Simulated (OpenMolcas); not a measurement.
A run on Tc5+ among 5 point charges of -1.6 e arranged as a square pyramid (C4v), 1.93 Å from the ion, with the axial distance 1.756 Å.
```
   1.9300    0.0000    0.0000  -1.60
   0.0000    1.9300    0.0000  -1.60
  -1.9300    0.0000    0.0000  -1.60
   0.0000   -1.9300    0.0000  -1.60
   0.0000    0.0000    1.7563  -1.60
```

```
Program             : OpenMolcas 26.06
Method              : CASSCF
Basis               : ANO-RCC-VTZP [7s6p4d2f1g]
Scalar Hamiltonian  : DKH2, point nucleus
Active space        : 2 electrons in 5 orbitals (4d)
State averaging     : 2S+1 = 3 even, 10 roots; 2S+1 = 1 even, 15 roots
Spin-orbit coupling : state interaction with AMFI integrals over the reference wave functions
```

68 basis functions. Blocks (2S+1, parity, CSFs, roots kept): 3, even, 10, 10; 1, even, 15, 15.

Task: How long do the RASSCF and RASSI steps take on 1 thread of Intel(R) Xeon(R) Platinum 8259CL CPU @ 2.50GHz (Skylake/Cascade Lake) (shared host)?

Result: About 9.8 s of wall time, without the integral step.
